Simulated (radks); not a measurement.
Values are calculated unless marked as measured or tabulated.
Q: These are the eigenvalues of the occupied orbitals of an atom or ion with whole-number occupations (hartree). Level of theory: Dirac Kohn-Sham, OLYP, spin-unpolarised, spherical densities, point nucleus (a radial shooting solver on a logarithmic mesh with Libxc functionals).

orbital  eigenvalue
1s1/2     -2321.053
2s1/2     -395.0725
2p1/2     -377.0700
2p3/2     -336.0079
3s1/2     -89.55746
3p1/2     -81.60422
3p3/2     -72.84075
3d3/2     -59.37240
3d5/2     -57.45643
4s1/2     -17.82988
4p1/2     -14.59228
4p3/2     -12.59574
4d3/2      -7.27879
4d5/2      -6.91378
5s1/2      -2.24800
5p1/2      -1.35172
5p3/2      -1.09653
4f5/2      -0.39976
4f7/2      -0.34333
6s1/2      -0.16020
5d3/2      -0.06421
5d5/2      -0.05217

Which element is it, and in what charge state? The configuration may be excited. Open shells, if any, are shared by 2j + 1.

A: Z = 71, lutetium, charge 0: Lu in [Xe] 4f14 5d1 6s2. The list shows which subshells hold electrons but not how many an open one holds; the 1s level, -2321.1 hartree, gives Z - s = 68.1 by -(Z - s)^2/2, which with screening and relativity narrows Z to a few neighbours, and the depths of the outer levels then fix element, charge and occupations together.
